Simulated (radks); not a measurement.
The numbers below are computed, except where a source is named.
These are the eigenvalues of the occupied orbitals of an atom or ion with whole-number occupations (hartree). Level of theory: scalar-relativistic Kohn-Sham, BLYP, spin-unpolarised, spherical densities, point nucleus (a radial shooting solver on a logarithmic mesh with Libxc functionals).

1s: -280.1197
2s: -34.04763
2p: -29.31138
3s: -4.72376
3p: -3.36859
3d: -1.22657
4s: -0.85596

Which element is it, and in what charge state? The configuration may be excited.

Answer. Z = 27, cobalt, charge +2: Co2+ in [Ar] 3d6 4s1. The list shows which subshells hold electrons but not how many an open one holds; the 1s level, -280.12 hartree, gives Z - s = 23.7 by -(Z - s)^2/2, which with screening and relativity narrows Z to a few neighbours, and the depths of the outer levels then fix element, charge and occupations together.
